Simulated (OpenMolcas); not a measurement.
Consider [Cu2(μ-Br)2(F)4]2-, a planar model complex in vacuum (2 bridging Br, bridge angle 96°, metal-metal distance 3.67 Å, Cu–Br 2.47 Å; typed geometry, not optimised).

```xyz
8

Cu    -1.8326     0.0000     0.0000
Cu     1.8326     0.0000     0.0000
Br     0.0000     1.6501     0.0000
Br     0.0000    -1.6501     0.0000
F     -3.1690     1.3364     0.0000
F     -3.1690    -1.3364     0.0000
F      3.1690     1.3364     0.0000
F      3.1690    -1.3364     0.0000
```

Task: Give the energies of the total-spin states at CASSCF(2,2) on the singly occupied d orbitals (ANO-RCC-VDZP on Cu, F and ANO-RCC-VDZ on Br, scalar-relativistic DKH2, RICD, no spin-orbit coupling, OpenMolcas), and the exchange constant.

Result: Local spins 1/2 and 1/2.

```tsv
total S	E (cm⁻¹)	natural occupations, lowest and highest
1	0.0	1.000, 1.000
0	12.5	0.986, 1.014
```

J = 6.3 cm⁻¹ (ferromagnetic).

J is defined by H = −2J S1·S2, so negative values are antiferromagnetic. Wave-function values come from the highest and lowest total spin; broken-symmetry values use Yamaguchi's formula with the computed ⟨S²⟩. The active space holds the singly occupied metal orbitals alone, without bridging-ligand orbitals. No row is a measured value.
